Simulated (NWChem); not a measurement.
The numbers come from NWChem runs, not from measurements. System: H₃B, charge 0, spin multiplicity 1, at a geometry optimised with B3LYP/def2-SVP. The structure started from a generated list of species. Level: CR-CCSD(T)/def2-SVP, 1 core orbitals frozen.

Part of the output:

```
             Northwest Computational Chemistry Package (NWChem) 7.3.0
             --------------------------------------------------------

                                NWChem Input Module
                                -------------------

 Scaling coordinates for geometry "geometry" by  1.889725989
 (inverse scale =  0.529177249)

 Turning off AUTOSYM since
 SYMMETRY directive was detected!

                             Geometry "geometry" -> ""
                             -------------------------

 Output coordinates in angstroms (scale by  1.889725989 to convert to a.u.)

  No.       Tag          Charge          X              Y              Z
 ---- ---------------- ---------- -------------- -------------- --------------
    1 B                    5.0000     0.00000000     0.00000000     0.00000000
    2 H                    1.0000     0.00000000     0.00000000     1.20439200
    3 H                    1.0000    -1.04303300     0.00000000    -0.60219500
    4 H                    1.0000     1.04303300     0.00000000    -0.60219500

 Effective nuclear repulsion energy (a.u.)       7.3516160856

            Nuclear Dipole moment (a.u.)
            ----------------------------
        X                 Y               Z
 ---------------- ---------------- ----------------
     0.0000000000     0.0000000000     0.0000037795

      Symmetry information
      --------------------

 Group name             C2v
 Group number             16
 Group order               4
 No. of unique centers     3

      Symmetry unique atoms

     1    2    3


 Summary of "ao basis" -> "" (spherical)
 ------------------------------------------------------------------------------
       Tag                 Description            Shells   Functions and Types
 ---------------- ------------------------------  ------  ---------------------
 *                          def2-svp                  on all atoms

 Summary of "ao basis" -> "ao basis" (spherical)
 ------------------------------------------------------------------------------
       Tag                 Description            Shells   Functions and Types
 ---------------- ------------------------------  ------  ---------------------
 B                          def2-svp                 6       14   3s2p1d
 H                          def2-svp                 3        5   2s1p

                                 NWChem SCF Module
                                 -----------------
[...]
     0   0 0 0     -0.000000      0.000000      8.000000

     1   1 0 0     -0.000000      0.000000      0.000000
     1   0 1 0     -0.000000      0.000000      0.000000
     1   0 0 1     -0.000001      0.000000      0.000004

     2   2 0 0     -7.074774      0.000000      7.770049
     2   1 1 0     -0.000000      0.000000      0.000000
     2   1 0 1     -0.000000      0.000000      0.000000
     2   0 2 0     -5.284006      0.000000      0.000000
     2   0 1 1      0.000000      0.000000      0.000000
     2   0 0 2     -7.074776      0.000000      7.770056

                   NWChem Extensible Many-Electron Theory Module
                   ---------------------------------------------


            General Information
            -------------------
      Number of processors :     1
         Wavefunction type : Restricted Hartree-Fock
          No. of electrons :     8
           Alpha electrons :     4
            Beta electrons :     4
           No. of orbitals :    58
            Alpha orbitals :    29
             Beta orbitals :    29
        Alpha frozen cores :     1
         Beta frozen cores :     1
     Alpha frozen virtuals :     0
      Beta frozen virtuals :     0
         Spin multiplicity : singlet
    Number of AO functions :    29
       Number of AO shells :    15
        Use of symmetry is : on
      Symmetry adaption is : on
         Schwarz screening : 0.10D-09

          Correlation Information
          -----------------------
          Calculation type : Coupled-cluster singles & doubles w/ perturbation
   Perturbative correction : Completely renormalized (T)
            Max iterations :      100
        Residual threshold : 0.10D-05
     T(0) DIIS level shift : 0.00D+00
     L(0) DIIS level shift : 0.00D+00
     T(1) DIIS level shift : 0.00D+00
     L(1) DIIS level shift : 0.00D+00
     T(R) DIIS level shift : 0.00D+00
     T(I) DIIS level shift : 0.00D+00
   CC-T/L Amplitude update :  5-th order DIIS
                I/O scheme : Global Array Library
        L-threshold :  0.10D-05
        EOM-threshold :  0.10D-05
 no EOMCCSD initial starts read in
 TCE RESTART OPTIONS
 SLICE:      F
 D4D5:       F
 quantumc:   F
 qrotation:  F
 pwtce:      F
 qducc:      F
 nacto:                         0
 nrotv:                         0
 nrot:                          0

            Memory Information
            ------------------
          Available GA space size is     249035959 doubles
          Available MA space size is     104855796 doubles

 Maximum block size supplied by input
 Maximum block size        24 doubles

 tile_dim =     11

 -------------------------------------------------

 Global array virtual files algorithm will be used

 Parallel file system coherency ......... OK

 4-electron integrals stored in orbital form

 v2    file size   =            53930
 4-index algorithm nr.  13 is used
 imaxsize =       30
 imaxsize ichop =        0


CCSD iterations
 ---------------------------------------------------------
 Iter          Residuum       Correlation     Cpu    Wall
 ---------------------------------------------------------
    1   0.1077806808803  -0.0924238140418     0.0     0.0
    2   0.0301134134653  -0.1100917152565     0.0     0.0
    3   0.0101341134900  -0.1140211008613     0.0     0.0
    4   0.0037629628367  -0.1150918220164     0.0     0.0
    5   0.0014947504168  -0.1154271169284     0.0     0.0
    6   0.0001627287282  -0.1156144275578     0.0     0.0
    7   0.0000711864404  -0.1156110242676     0.0     0.0
    8   0.0000367437823  -0.1156109542996     0.0     0.0
    9   0.0000196798274  -0.1156109041885     0.0     0.0
   10   0.0000106594966  -0.1156109186204     0.0     0.0
   11   0.0000006164058  -0.1156109509969     0.0     0.0
 -----------------------------------------------------------------
 Iterations converged
 CCSD correlation energy / hartree =        -0.115610950996857
 CCSD total energy / hartree       =       -26.486021367065138

 Singles contributions

 Doubles contributions
 CR-CCSD(T)

 CR-CCSD[T]  correction energy / hartree =        -0.001449841902355
 CR-CCSD[T] correlation energy / hartree =        -0.117060792899212
 CR-CCSD[T] total energy / hartree       =       -26.487471208967492
 CR-CCSD(T)  correction energy / hartree =        -0.001427436142681
 CR-CCSD(T) correlation energy / hartree =        -0.117038387139538
 CR-CCSD(T) total energy / hartree       =       -26.487448803207819

 Task  times  cpu:        0.6s     wall:        0.6s

 Total times  cpu:        0.7s     wall:        0.7s
```

Question: Write an NWChem input that would produce this output.

Answer: One answer among several that fit: 
```
start mol
memory heap 100 mb stack 700 mb global 1900 mb
geometry units angstroms nocenter noautoz
  B      0.000000     0.000000    -0.000000
  H      0.000000     0.000000     1.204392
  H     -1.043033     0.000000    -0.602195
  H      1.043033     0.000000    -0.602195
  symmetry group C2v
end
basis spherical
  * library def2-svp
end
scf
  rhf
  nopen 0
  maxiter 100
  thresh 1e-7
  semidirect memsize 60000000 filesize 0
end
tce
  freeze core 1
  cr-ccsd(t)
  2eorb
  2emet 13
  thresh 1e-6
  maxiter 100
  tilesize 24
end
task tce energy
```
